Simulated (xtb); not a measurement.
xtb input (GFN2-xTB):

```bash
xtb mol.xyz --gfn 2 --ohess tight --chrg 1 --uhf 0
```
mol.xyz:
```
6

C     -0.61476744    -0.38801913    -0.12377980
C      0.62759694    -0.42354030     0.04201391
O     -0.07001214     0.76484953     0.21054590
H     -1.54255346    -0.81102266    -0.28593453
H      1.66689821    -0.74850111     0.05910924
H     -0.01912522     1.74106620     0.02818662
```

End of the output:

```
   ------------------------------------------------------------------------

         :::::::::::::::::::::::::::::::::::::::::::::::::::::
         ::                  THERMODYNAMIC                  ::
         :::::::::::::::::::::::::::::::::::::::::::::::::::::
         :: total free energy          -9.239118037156 Eh   ::
         ::.................................................::
         :: total energy               -9.256486815451 Eh   ::
         :: zero point energy           0.041381719283 Eh   ::
         :: G(RRHO) w/o ZPVE           -0.024012940988 Eh   ::
         :: G(RRHO) contrib.            0.017368778295 Eh   ::
         :::::::::::::::::::::::::::::::::::::::::::::::::::::

optimized geometry written to: xtbopt.xyz

           -------------------------------------------------
          | TOTAL ENERGY               -9.256486815451 Eh   |
          | TOTAL ENTHALPY             -9.210705769040 Eh   |
          | TOTAL FREE ENERGY          -9.239118037156 Eh   |
          | GRADIENT NORM               0.000319193267 Eh/α |
          | HOMO-LUMO GAP               5.075441686690 eV   |
           -------------------------------------------------

------------------------------------------------------------------------
------------------------------------------------------------------------
 total:
 SCF:
Note: The following floating-point exceptions are signalling: IEEE_DENORMAL
normal termination of xtb
 ANC optimizer:
 analytical hessian:
```

It need not be the lowest isomer of its formula.
